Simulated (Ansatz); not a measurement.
C₄HF₇O (`FC1C(F)(F)OC(F)(F)C1(F)F`). Charge 0, multiplicity 1.

```xyz
13

F     1.3973    1.6482    0.7231
C     0.2852    0.9801    0.3576
C     0.2462    0.6544   -1.1416
F     1.4704    0.4912   -1.6414
F    -0.3557    1.6031   -1.8598
O    -0.4754   -0.5212   -1.2763
C    -0.7092   -1.1416   -0.0686
F    -0.4320   -2.4319   -0.1719
F    -2.0016   -1.0217    0.2569
C     0.1765   -0.4084    0.9754
F     1.3758   -0.9970    1.0389
F    -0.3702   -0.4137    2.1938
H    -0.6073    1.5584    0.6139
```

**Question.** List the harmonic frequencies (cm⁻¹, unscaled) at PBE0-D4/def2-TZVP in Ansatz. (Estimate.)

**Answer.** Ansatz gave: 46, 67, 207, 232, 253, 260, 302, 340, 367, 381, 408, 497, 548, 596, 618, 661, 689, 782, 843, 916, 1040, 1130, 1145, 1199, 1225, 1231, 1263, 1292, 1298, 1370, 1389, 1436, 3104.

**Question.** Is this a minimum?

**Answer.** Yes, all 33 modes are real.

**Question.** Give the ideal-gas thermochemistry at 298.15 K and 1 bar (rigid rotor, harmonic oscillator; point group C1, symmetry number 1).

**Answer.** Zero-point energy 162.3 kJ/mol; H(298) − E = 190.0 kJ/mol; entropy 409.9 J/(mol·K), of which translation 174.8, rotation 126.6, vibration 108.5; G(298) − E = 67.8 kJ/mol. Modes under 100 cm⁻¹ are hindered rotations or soft bends, so the harmonic entropy is rough.

**Question.** Rotational constants (cm⁻¹)?

**Answer.** 0.04273, 0.03136, 0.02507.
